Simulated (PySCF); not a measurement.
CH6AlOSi (SMILES [CH3][Al+][O][SiH3]), charge +1, singlet, geometry from GFN2-xTB (such geometries of metal compounds can be far from the true shape); B3LYP/6-31G run with PySCF.

PySCF was given this input:
```python
from pyscf import gto, scf, dft

mol = gto.M(
    atom='''
Al   -0.694136    0.461016    0.737831
C    -1.817333    1.340473    2.084961
H    -2.531780    0.625372    2.510723
H    -2.361554    2.179983    1.634994
H    -1.159068    1.714935    2.878532
O     0.292411   -0.239916   -0.336109
Si    1.359769   -0.958220   -1.520775
H     0.568766   -0.790528   -2.736908
H     1.491480   -2.320514   -1.011126
H     2.543866   -0.110886   -1.398053
''',
    basis='6-31g',
    charge=1,
    spin=0,
    verbose=4,
)

mf = dft.RKS(mol)
mf.xc = 'b3lyp'
mf.kernel()
```

What the program printed (banner, timings and long lists left out):

```
PySCF version 2.14.0

[INPUT] verbose = 4
[INPUT] num. atoms = 10
[INPUT] num. electrons = 46
[INPUT] charge = 1
[INPUT] spin (= nelec alpha-beta = 2S) = 0
[INPUT] symmetry False subgroup None
[INPUT] Mole.unit = angstrom
[INPUT] Symbol           X                Y                Z      unit          X                Y                Z       unit  Magmom
[INPUT]  1 Al    -0.694136000000   0.461016000000   0.737831000000 AA   -1.311726933201   0.871193979042   1.394298516214 Bohr   0.0
[INPUT]  2 C     -1.817333000000   1.340473000000   2.084961000000 AA   -3.434261647134   2.533126847374   3.940005270399 Bohr   0.0
[INPUT]  3 H     -2.531780000000   0.625372000000   2.510723000000 AA   -4.784370807651   1.181781805972   4.744578844646 Bohr   0.0
[INPUT]  4 H     -2.361554000000   2.179983000000   1.634994000000 AA   -4.462690288371   4.119570826208   3.089690875307 Bohr   0.0
[INPUT]  5 H     -1.159068000000   1.714935000000   2.878532000000 AA   -2.190321079747   3.240757471431   5.439637120797 Bohr   0.0
[INPUT]  6 O      0.292411000000  -0.239916000000  -0.336109000000 AA    0.552576705810  -0.453375532901  -0.635153958001 Bohr   0.0
[INPUT]  7 Si     1.359769000000  -0.958220000000  -1.520775000000 AA    2.569591002674  -1.810773367081  -2.873848247085 Bohr   0.0
[INPUT]  8 H      0.568766000000  -0.790528000000  -2.736908000000 AA    1.074811968964  -1.493881413800  -5.172006548131 Bohr   0.0
[INPUT]  9 H      1.491480000000  -2.320514000000  -1.011126000000 AA    2.818488720266  -4.385135928219  -1.910751217427 Bohr   0.0
[INPUT] 10 H      2.543866000000  -0.110886000000  -1.398053000000 AA    4.807210037593  -0.209544171049  -2.641937277627 Bohr   0.0

nuclear repulsion = 186.246937968273
number of shells = 36
number of NR pGTOs = 160
number of NR cGTOs = 56
basis = 6-31g
ecp = {}

******** <class 'pyscf.dft.rks.RKS'> ********
method = RKS
initial guess = minao
damping factor = 0
level_shift factor = 0
DIIS = <class 'pyscf.scf.diis.CDIIS'>
diis_start_cycle = 1
diis_space = 8
diis_damp = 0
SCF conv_tol = 1e-09
SCF conv_tol_grad = None
SCF max_cycles = 50
direct_scf = True
direct_scf_tol = 1e-13
XC library pyscf.dft.libxc version 7.1.2
    S. Lehtola, C. Steigemann, M. J. T. Oliveira, and M. A. L. Marques,  SoftwareX 7, 1–5 (2018)
XC functionals = b3lyp
    P. J. Stephens, F. J. Devlin, C. F. Chabalowski, and M. J. Frisch,  J. Phys. Chem. 98, 11623 (1994)
radial grids:
    Treutler-Ahlrichs [JCP 102, 346 (1995); DOI:10.1063/1.469408] (M4) radial grids

becke partition: Becke, JCP 88, 2547 (1988); DOI:10.1063/1.454033
pruning grids: <function nwchem_prune>
grids dens level: 3
symmetrized grids: False
atomic radii adjust function: <function treutler_atomic_radii_adjust>
small_rho_cutoff = 0
Set gradient conv threshold to 3.16228e-05
Initial guess from minao.
tot grids = 125408
init E= -648.875197320267
  HOMO = -0.365030896351245  LUMO = -0.125268605377753  gap/eV = 6.52426
cycle= 1 E= -648.41558748229  delta_E= 0.46  |g|= 0.916  |ddm|= 2.75
  HOMO = -0.34915767826351  LUMO = -0.233074834453419  gap/eV = 3.15878
cycle= 2 E= -647.119695954244  delta_E=  1.3  |g|= 2.51  |ddm|= 2.26
  HOMO = -0.515142733465406  LUMO = -0.257441903485884  gap/eV = 7.01240
cycle= 3 E= -648.577117502382  delta_E= -1.46  |g|= 0.26  |ddm|= 1.79
  HOMO = -0.481116236579282  LUMO = -0.267639831349607  gap/eV = 5.80899
cycle= 4 E= -648.592142586373  delta_E= -0.015  |g|= 0.173  |ddm|= 0.448
  HOMO = -0.481418950971146  LUMO = -0.260258052935973  gap/eV = 6.01809
cycle= 5 E= -648.600202097858  delta_E= -0.00806  |g|= 0.0204  |ddm|= 0.142
  HOMO = -0.485198037441193  LUMO = -0.260544739789233  gap/eV = 6.11313
cycle= 6 E= -648.600346717573  delta_E= -0.000145  |g|= 0.00465  |ddm|= 0.03
  HOMO = -0.485597288108258  LUMO = -0.260288272900607  gap/eV = 6.13097
cycle= 7 E= -648.600352524264  delta_E= -5.81e-06  |g|= 0.000326  |ddm|= 0.00486
  HOMO = -0.485578445502872  LUMO = -0.260232175515015  gap/eV = 6.13198
cycle= 8 E= -648.600352556489  delta_E= -3.22e-08  |g|= 4.67e-05  |ddm|= 0.000512
  HOMO = -0.485581858467344  LUMO = -0.260242120065363  gap/eV = 6.13181
cycle= 9 E= -648.600352557207  delta_E= -7.18e-10  |g|= 3.74e-06  |ddm|= 8.74e-05
  HOMO = -0.485582007375352  LUMO = -0.260241124127712  gap/eV = 6.13184
Extra cycle  E= -648.60035255721  delta_E= -3.41e-12  |g|= 3.32e-06  |ddm|= 1.33e-05
converged SCF energy = -648.60035255721
```
